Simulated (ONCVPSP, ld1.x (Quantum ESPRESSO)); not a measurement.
**Pseudopotentials across the periodic table**

Generated with ld1.x 7.5 (TM, RRKJ, ultrasoft, PAW), atompaw 4.2 or ONCVPSP 4.0.1. The cutoff is in Ry: for ld1.x and atompaw files where the sum of valence levels is converged to 10 mRy in a Bessel basis, for ONCV files where the hardest occupied wave has 1 mHa per electron of residual kinetic energy. The error is the largest all-electron minus pseudo excitation energy over each file’s own four to seven test configurations (ionisations up to +4, promotions, holes and added fractions of an electron), all of which were solved. The labels leave out finer settings (local radius, basis sizes, second energies), which also bear on the numbers. Spin-polarised tests are not counted. The rows are a selection from randomly drawn settings: files with unsolved tests, undetermined cutoffs or missed reference levels are left out.

A true bound ghost makes a file unfit for plane-wave use even where its test errors are small: the radial tests pick states by their node count and pass the ghost by.

| element | potential | cutoff (Ry) | largest error (meV) | bound ghosts |
| --- | --- | --- | --- | --- |
| Mg | PAW, LDA (PZ), non-relativistic, rc 2.55/2.75/2.95 (spd), local smoothed, core correction yes, reference 3s2 3p0 | 6 | -18 | none |
| S | ONCV, LDA (Perdew-Zunger), scalar-relativistic, rc 1.50/1.15/1.55 (spd), local smoothed, core correction yes, reference 3s2 3p4, qcut 3.8/7.2/6.1, projectors 1/2/2 | 92 | +359 | p |
| Se | PAW, LDA (PZ), scalar-relativistic, rc 1.70/1.90/2.30 (spd), local smoothed, core correction yes, reference 4s2 4p4 | 15 | -107 | none |
| Rb | TM, PW91, scalar-relativistic, rc 3.70/4.20/4.20 (spd), local s, core correction yes, reference 4d0 5s0.75 5p0 | 6 | +5.3 | none |
| Zr | ONCV, PBEsol, scalar-relativistic, rc 3.10/3.15/2.60 (spd), local smoothed, core correction yes, reference 4d2 5s2, qcut 1.9/3/7, projectors 1/1/3 | 26 | -178 | none |
| Sb | ONCV, PW91, scalar-relativistic, rc 1.80/2.25/2.45 (spd), local smoothed, core correction no, reference 5s2 5p2, qcut 3.7/3.4/4.1, projectors 3/2/3 | 73 | +210 | s, d |
| Re | ONCV, Wu-Cohen, scalar-relativistic, rc 1.80/1.40/1.95 (spd), local smoothed, core correction yes, reference 5s2 5p6 5d5 6s2, qcut 7.4/6.7/6.4, projectors 2/2/2 | 158 | -23 | none |

(1) Fill in the row for P: RRKJ, PBE, scalar-relativistic, rc 1.78/1.44/1.66 (spd), local s, core correction yes, reference 3s2 3p3.

Answers

(1) cutoff 21 Ry, largest error +190 meV, bound ghosts: none.
